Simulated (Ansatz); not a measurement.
The cluster B5⁺. Total charge 1; singlet. Geometry B3LYP-D4/def2-SVP.

```xyz
5

B    -0.1735    1.2506   -2.0516
B    -0.0488    0.3543   -0.5808
B     0.1350   -0.9746    1.5987
B     0.7449   -0.7772    0.1759
B    -0.6576    0.1469    0.8578
```

The restricted singlet is unstable towards broken spin symmetry in Hartree–Fock (as tested in another run); at PBE-D4/def2-TZVP, r2SCAN-D4/def2-TZVP, r2SCANh-D4/def2-TZVP, PBE0-D4/def2-TZVP and others this wasn't settled. At PBE-D4/def2-TZVP, r2SCAN-D4/def2-TZVP, r2SCANh-D4/def2-TZVP, PBE0-D4/def2-TZVP an occupied level lies above an empty one. Another isomer (singlet) lies 4.41 eV lower at PBE0-D4/def2-TZVP; other spin states weren't run for this one.

Task: Estimate the orbital energies around the gap (eV) in Ansatz with PBE-D4/def2-TZVP, r2SCAN-D4/def2-TZVP, r2SCANh-D4/def2-TZVP, PBE0-D4/def2-TZVP, ωB97X-V/def2-TZVP.

Result: 
```json
{"orbital": "HOMO−9", "PBE-D4/def2-TZVP": "-184.28", "r2SCAN-D4/def2-TZVP": "-187.72", "r2SCANh-D4/def2-TZVP": "-190.55", "PBE0-D4/def2-TZVP": "-192.39", "ωB97X-V/def2-TZVP": "-193.81"}
{"orbital": "HOMO−8", "PBE-D4/def2-TZVP": "-184.28", "r2SCAN-D4/def2-TZVP": "-187.72", "r2SCANh-D4/def2-TZVP": "-190.54", "PBE0-D4/def2-TZVP": "-192.38", "ωB97X-V/def2-TZVP": "-193.80"}
{"orbital": "HOMO−7", "PBE-D4/def2-TZVP": "-183.03", "r2SCAN-D4/def2-TZVP": "-186.29", "r2SCANh-D4/def2-TZVP": "-188.91", "PBE0-D4/def2-TZVP": "-190.49", "ωB97X-V/def2-TZVP": "-192.36"}
{"orbital": "HOMO−6", "PBE-D4/def2-TZVP": "-22.55", "r2SCAN-D4/def2-TZVP": "-23.50", "r2SCANh-D4/def2-TZVP": "-24.38", "PBE0-D4/def2-TZVP": "-25.21", "ωB97X-V/def2-TZVP": "-27.84"}
{"orbital": "HOMO−5", "PBE-D4/def2-TZVP": "-18.11", "r2SCAN-D4/def2-TZVP": "-18.64", "r2SCANh-D4/def2-TZVP": "-19.24", "PBE0-D4/def2-TZVP": "-19.86", "ωB97X-V/def2-TZVP": "-23.00"}
{"orbital": "HOMO−4", "PBE-D4/def2-TZVP": "-15.95", "r2SCAN-D4/def2-TZVP": "-16.33", "r2SCANh-D4/def2-TZVP": "-16.82", "PBE0-D4/def2-TZVP": "-17.37", "ωB97X-V/def2-TZVP": "-20.02"}
{"orbital": "HOMO−3", "PBE-D4/def2-TZVP": "-14.88", "r2SCAN-D4/def2-TZVP": "-15.34", "r2SCANh-D4/def2-TZVP": "-15.93", "PBE0-D4/def2-TZVP": "-16.60", "ωB97X-V/def2-TZVP": "-18.81"}
{"orbital": "HOMO−2", "PBE-D4/def2-TZVP": "-13.18", "r2SCAN-D4/def2-TZVP": "-13.40", "r2SCANh-D4/def2-TZVP": "-13.85", "PBE0-D4/def2-TZVP": "-14.44", "ωB97X-V/def2-TZVP": "-16.39"}
{"orbital": "HOMO−1", "PBE-D4/def2-TZVP": "-12.68", "r2SCAN-D4/def2-TZVP": "-12.95", "r2SCANh-D4/def2-TZVP": "-13.49", "PBE0-D4/def2-TZVP": "-14.20", "ωB97X-V/def2-TZVP": "-16.30"}
{"orbital": "HOMO", "PBE-D4/def2-TZVP": "-10.80", "r2SCAN-D4/def2-TZVP": "-10.68", "r2SCANh-D4/def2-TZVP": "-10.75", "PBE0-D4/def2-TZVP": "-10.88", "ωB97X-V/def2-TZVP": "-14.06"}
{"orbital": "LUMO", "PBE-D4/def2-TZVP": "-11.93", "r2SCAN-D4/def2-TZVP": "-11.93", "r2SCANh-D4/def2-TZVP": "-11.72", "PBE0-D4/def2-TZVP": "-11.44", "ωB97X-V/def2-TZVP": "-8.64"}
{"orbital": "LUMO+1", "PBE-D4/def2-TZVP": "-10.03", "r2SCAN-D4/def2-TZVP": "-9.84", "r2SCANh-D4/def2-TZVP": "-9.59", "PBE0-D4/def2-TZVP": "-9.42", "ωB97X-V/def2-TZVP": "-6.87"}
{"orbital": "LUMO+2", "PBE-D4/def2-TZVP": "-9.97", "r2SCAN-D4/def2-TZVP": "-9.69", "r2SCANh-D4/def2-TZVP": "-9.27", "PBE0-D4/def2-TZVP": "-8.84", "ωB97X-V/def2-TZVP": "-6.80"}
{"orbital": "LUMO+3", "PBE-D4/def2-TZVP": "-8.93", "r2SCAN-D4/def2-TZVP": "-8.46", "r2SCANh-D4/def2-TZVP": "-7.88", "PBE0-D4/def2-TZVP": "-7.26", "ωB97X-V/def2-TZVP": "-5.47"}
{"orbital": "LUMO+4", "PBE-D4/def2-TZVP": "-7.38", "r2SCAN-D4/def2-TZVP": "-6.93", "r2SCANh-D4/def2-TZVP": "-6.62", "PBE0-D4/def2-TZVP": "-6.47", "ωB97X-V/def2-TZVP": "-4.03"}
{"orbital": "LUMO+5", "PBE-D4/def2-TZVP": "-7.12", "r2SCAN-D4/def2-TZVP": "-6.86", "r2SCANh-D4/def2-TZVP": "-6.52", "PBE0-D4/def2-TZVP": "-6.15", "ωB97X-V/def2-TZVP": "-3.90"}
```
